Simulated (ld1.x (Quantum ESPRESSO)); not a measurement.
## silver (Ag): excitation energies, all-electron against ultrasoft

* Element: silver
* Generator: ld1.x (Quantum ESPRESSO) 7.5
* Type: ultrasoft
* Functional: LDA (PZ)
* Relativity: fully relativistic
* Frozen core: [Ar] 3d10
* Valence charge: 19
* Reference configuration: 4s2 4p6 4d9 5s0 5p0 (charge +2)
* Partial waves: 4s (bound): rcut 1.15, rcutus 1.30 bohr; 5s (bound, empty): rcut 1.15, rcutus 1.30 bohr; 4p (bound): rcut 1.35, rcutus 1.60 bohr; 5p (bound, empty): rcut 1.35, rcutus 1.60 bohr; 4d (bound): rcut 1.20, rcutus 1.55 bohr; 4d channel at -0.4 Ry: rcut 1.20, rcutus 1.55 bohr
* Local potential: all-electron potential smoothed inside 1.05 bohr (lloc = -2)
* Core correction: none
* Augmentation charge: built from norm-conserving waves at rcut, not smoothed further

Open shells are filled in proportion to 2j + 1 (rel_dist='average').

Energies are relative to the spin-unpolarised reference configuration 4s2 4p6 4d9 5s0 5p0; without spin polarisation the order of configurations can differ from experiment. Not all tests gave a result: 1 of 7 tests not solved or not reliable. Left out of the table: 4s2 4p6 4d10 5s0 5p1 (solver errors, printed error -2.6 eV).

```
 valence configuration  charge  ΔE all-electron (eV)  error AE − PS (meV)
  4s2 4p6 4d10 5s0 5p0      +1               -22.384                 -8.6
   4s2 4p6 4d8 5s0 5p0      +3                36.432                  -21
4s2 4p6 4d10 5s0.5 5p0    +0.5               -27.302                 -844
   4s2 4p6 4d7 5s0 5p0      +4                88.354                 -116
```

Task: What are ΔE and the potential's error for 4s2 4p6 4d9 5s2 5p0?

Result: ΔE = -26.526 eV all-electron; the error (AE − PS) is -3377 meV.

Task: What are ΔE and the potential's error for 4s2 4p6 4d10 5s1 5p0?

Result: ΔE = -30.489 eV all-electron; the error (AE − PS) is -1412 meV.

Levels in the configuration 4s2 4p6 4d10 5s0.5 5p0:

| level | all-electron (eV) | pseudo (eV) |
| --- | --- | --- |
| 4s j=1/2 | -98.992 | -99.329 |
| 4p j=1/2 | -66.179 | -66.520 |
| 4p j=3/2 | -61.024 | -61.371 |
| 4d j=3/2 | -11.971 | -12.331 |
| 4d j=5/2 | -11.405 | -11.764 |
| 5s j=1/2 | -8.069 | -6.698 |

These tests converged, but a pseudo level misses the all-electron one widely, so the file describes the atom poorly there or has found another state: 4s2 4p6 4d10 5s0 5p0: empty 5s by 2.2 eV; 4s2 4p6 4d8 5s0 5p0: empty 5s by 3.8 eV; 4s2 4p6 4d7 5s0 5p0: empty 5s by 4.8 eV.

A Bessel basis up to 400 Ry misses an occupied level by 1.38 Ry, so cutoffs and ghosts were not judged.
